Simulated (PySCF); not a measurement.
A geometry optimisation on `CC(C)[C@@H](C)COC=O`.

Computed with PBE/def2-SVP geometry optimisation, gas phase (PySCF 2.14.0). Start geometry: GFN2-xTB. The input is one job of a driver script: a line of settings, then coordinates in Å.

Input:
```
{"job": {"xc": "PBE", "basis": "def2-SVP", "grid": 1, "kind": "geom"}, "charge": 0, "multiplicity": 1}
C     -1.403876     1.330949    -0.231468
C     -0.790703    -0.058926    -0.411650
C     -1.916492    -1.071686    -0.623813
C      0.090545    -0.449467     0.791649
C      0.633320    -1.875317     0.683850
C      1.272945     0.513120     0.973665
O      2.153311     0.472939    -0.155833
C      2.227901     1.538931    -0.922721
O      1.656693     2.581047    -0.782512
H     -1.941583     1.388834     0.712944
H     -0.650777     2.112853    -0.257541
H     -2.107376     1.529881    -1.036713
H     -0.163501    -0.050761    -1.310415
H     -2.586602    -0.720728    -1.405267
H     -1.531538    -2.040603    -0.927075
H     -2.494545    -1.192724     0.290003
H     -0.515956    -0.370547     1.701164
H     -0.168868    -2.605310     0.723934
H      1.313653    -2.077848     1.508337
H      1.179820    -2.000193    -0.247562
H      1.871986     0.202170     1.834395
H      0.934428     1.541197     1.122506
H      2.932462     1.329176    -1.746860
```

**Question.** Estimate the output.

**Answer.** 
```
step   0  E = -424.77508646  max force = 0.026569
step   1  E = -424.78139115  max force = 0.002367
step   2  E = -424.78138961  max force = 0.003492
step   3  E = -424.78145622  max force = 0.001084
step   4  E = -424.78147600  max force = 0.000554
step   5  E = -424.78149857  max force = 0.000411
step   6  E = -424.78151106  max force = 0.000484
step   7  E = -424.78153293  max force = 0.000449
step   8  E = -424.78154102  max force = 0.000409
optimisation converged
```

Energies in Eh; «max force» is the largest Cartesian gradient component in Eh/bohr.

**Question.** Give the first gradient maximum in eV/Å.

**Answer.** With 1 Eh/bohr = 51.422 eV/Å, 1.366 eV/Å.

**Question.** How much energy does the optimisation release, in kcal/mol?

**Answer.** E(step 0) − E(last step) = 0.006455 Eh, which is 4.1 kcal/mol.

In short: final energy -424.78154 Eh after 8 steps; dipole 1.84 D.

**Question.** Give the final coordinates.

**Answer.** 0.100 Å rms from the input after alignment:
```
atom  x, y, z in Å
C1    -1.0347    0.9758   -0.5179
C2    -0.4420   -0.4376   -0.6462
C3    -1.5746   -1.4682   -0.7772
C4     0.5304   -0.7853    0.5166
C5     1.1149   -2.2041    0.4225
C6     1.6582    0.2406    0.6837
O7     2.5501    0.2152   -0.4625
C8     2.6908    1.3446   -1.1836
O9     2.1367    2.4054   -0.9934
H10   -1.5872    1.0896    0.4401
H11   -0.2649    1.7704   -0.5697
H12   -1.7567    1.1686   -1.3375
H13    0.1551   -0.4746   -1.5876
H14   -2.2685   -1.1812   -1.5932
H15   -1.2049   -2.4871   -1.0047
H16   -2.1711   -1.5256    0.1592
H17   -0.0566   -0.7150    1.4642
H18    0.3291   -2.9822    0.4576
H19    1.8115   -2.4013    1.2631
H20    1.6866   -2.3335   -0.5193
H21    2.2865   -0.0250    1.5592
H22    1.2810    1.2722    0.8158
H23    3.4239    1.1442   -2.0066
```

Time: 2.2 min wall, 11 min CPU; peak memory 1.2 GiB. Hardware: 4 threads, Intel Xeon Platinum 8259CL at 2.50 GHz (x86_64), no GPU, on a shared host.
Labels such as C1 count atoms from 1, the log's own numbers from 0.
